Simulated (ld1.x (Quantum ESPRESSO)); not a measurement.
## Configuration tests for Ca (TM)

| Property | Result |
| --- | --- |
| Element | Ca |
| Generator | ld1.x (Quantum ESPRESSO) 7.5 |
| Type | norm-conserving Troullier–Martins (Kleinman–Bylander form) |
| Functional | BLYP |
| Relativity | scalar-relativistic |
| Frozen core | [Ne] |
| Valence charge | 10 |
| Reference configuration | 3s2 3p6 3d0 4s0 4p0 (charge +2) |
| Partial waves | 3s (bound): rc 1.60 bohr; 3p (bound): rc 1.95 bohr; 3d (bound, empty): rc 1.75 bohr |
| Local potential | all-electron potential smoothed inside 1.30 bohr (lloc = -2) |
| Core correction | none |

Energies are relative to the spin-unpolarised reference configuration 3s2 3p6 3d0 4s0 4p0; without spin polarisation the order of configurations can differ from experiment.

```tsv
valence configuration	charge	ΔE all-electron (eV)	error AE − PS (meV)
3s2 3p6 3d0 4s1.5 4p0	+0.5	-15.747	+125
3s2 3p5 3d0 4s2 4p0	+1	16.248	+390
3s2 3p6 3d1 4s1 4p0	0	-15.909	+58
3s2 3p6 3d0 4s1 4p1	0	-15.717	+87
3s2 3p6 3d0.5 4s1.5 4p0	0	-17.142	+90
```

Task: What are ΔE and the potential's error for 3s2 3p6 3d0 4s2 4p0?

Result: ΔE = -18.189 eV all-electron; the error (AE − PS) is +138 meV.

Task: What are ΔE and the potential's error for 3s2 3p6 3d0 4s1 4p0?

Result: ΔE = -11.960 eV all-electron; the error (AE − PS) is +100 meV.

ld1.x printed “convergence not achieved” for 7 of the counted tests; their residual had stalled under 1e-8, short of the target of 1e-14.
